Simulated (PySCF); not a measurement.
Compound: CF3CH2OPh, C₈H₇F₃O.
Bonds: F1–C2, C2–F3, C2–F4, C2–C5, C5–O6, O6–C7, C7–C8 (aromatic), C8–C9 (aromatic), C9–C10 (aromatic), C10–C11 (aromatic), C11–C12 (aromatic), C7–C12 (aromatic). Hydrogens: H13, H14 on C5; H15 on C8; H16 on C9; H17 on C10; H18 on C11; H19 on C12.

NICS is the negative of the GIAO shielding at a point without a nucleus: at the ring centre (0) and 1 Å above and below it (1); zz is the component along the ring normal. Level: GIAO PBE0/pcSseg-1 (PySCF, non-relativistic, gas phase) on the PBE0-D3(BJ)/def2-SVP geometry, one conformer.

Ring bond lengths (Å), with Mayer bond orders in brackets: C7–C8 1.399 (1.40), C8–C9 1.389 (1.46), C9–C10 1.396 (1.41), C10–C11 1.391 (1.45), C11–C12 1.396 (1.44), C12–C7 1.396 (1.37).

Give the NICS values of each ring in ppm.

```json
{"ring": "C7–C8–C9–C10–C11–C12", "type": "6-membered carbocycle; formal bonds all aromatic", "NICS(0)": "-9.7", "NICS(1), two faces": "-11.3 / -11.2", "NICS(1)zz, two faces": "-27.5 / -27.4", "rms pucker (Å)": "0.00", "centre to ring atoms, mean (Å)": "1.39"}
```

What do they say, and how far can they be read as aromaticity?

- C7–C8–C9–C10–C11–C12: mean NICS(1)zz -27.4 ppm, shielded, aromatic by this magnetic criterion (flat ring, no four-coordinate atom).

What does the geometric index give? HOMA = 1 − mean of α(R − Ropt)² over the ring bonds, with Krygowski's 1993 parameters (CC: Ropt 1.388 Å, α 257.7 Å⁻²).

- C7–C8–C9–C10–C11–C12: HOMA 0.99 = 1 − EN − GEO, with mean bond length 1.395 Å, EN = α(Ropt − mean)² = 0.012 and GEO = α × variance = 0.003. The geometric and the magnetic index point the same way.

What field does 14.1 T along the ring normal induce along that normal at the first NICS(1) probe listed for ring C7–C8–C9–C10–C11–C12, 1 Å off the ring?

NICSzz × B0 = -27.5 ppm × 14.1 T = -388 μT, against the applied field.

What are the shieldings of the ring atoms and their hydrogens in the same run (means over atoms taken as equivalent)?

```csv
atoms,environment,σ isotropic (ppm),"principal values of the symmetric part, first atom (ppm)"
C7,aromatic carbon bearing oxygen,21.1,"-66.5, 17.0, 112.7"
C8 (×2),aromatic CH carbon,65.7,"-28.7, 49.7, 162.7"
C9 (×2),aromatic CH carbon,49.2,"-60.6, 34.1, 173.2"
C10,aromatic CH carbon,57.7,"-49.3, 45.7, 176.5"
H15 (×2),aromatic hydrogen,24.19,"20.0, 23.9, 28.4"
H16 (×2),aromatic hydrogen,23.84,"20.4, 24.6, 26.5"
H17,aromatic hydrogen,24.16,"20.9, 25.2, 26.4"
```

How do the values depend on the level or the medium?

```tsv
level	NICS(0), C7–C8–C9–C10–C11–C12	mean NICS(1)zz, C7–C8–C9–C10–C11–C12
PBE0/pcSseg-1, gas	-9.7	-27.4
mPW1PW91/pcSseg-2, gas	-9.5	-27.6
```

The geometry is the same throughout.

Shape of the structure used: `[F:1][C:2]([F:3])([F:4])[CH2:5][O:6][c:7]1[cH:8][cH:9][cH:10][cH:11][cH:12]1`: F1–C2–C5–O6 55°, C2–C5–O6–C7 96°, C5–O6–C7–C8 166°.
